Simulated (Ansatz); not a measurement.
H₃Zr, SMILES [ZrH3+] (connectivity only; charge and spin as stated), charge +1, multiplicity 1. Atoms are numbered in the order given.

```xyz
4

Zr     0.0000     0.0000     0.0000
H      1.7897     0.0000     0.0000
H     -0.8949     1.5499     0.0000
H     -0.8949    -1.5499     0.0000
```
Charge +1, spin multiplicity 1.

Coordinates come from a PBE0-D3(BJ)/def2-TZVPD optimisation. The spin state was assumed, not searched. The def2 effective core potentials stand for the cores of Zr; spin–orbit coupling is left out.

Two levels are set side by side: PBE-D3(BJ)/def2-TZVPD (Ansatz, a first-principles code) and PBE0-D3(BJ)/def2-TZVPD (Ansatz). Each level has its own optimised geometry; the coordinates shown are those of the second. Differences are taken from unrounded values.

| quantity | PBE0-D3(BJ) | PBE-D3(BJ) | PBE-D3(BJ) minus PBE0-D3(BJ) |
|---|---|---|---|
| mean bond length (Å) | 1.790 | 1.800 | 0.010 |
| bond Zr1–H2 (Å) | 1.790 | 1.800 | 0.010 |
| bond Zr1–H3 (Å) | 1.790 | 1.800 | 0.010 |
| bond Zr1–H4 (Å) | 1.790 | 1.800 | 0.010 |

Exact exchange shortens and stiffens bonds; PBE has none. Differences between two approximate levels are no errors against the true value.
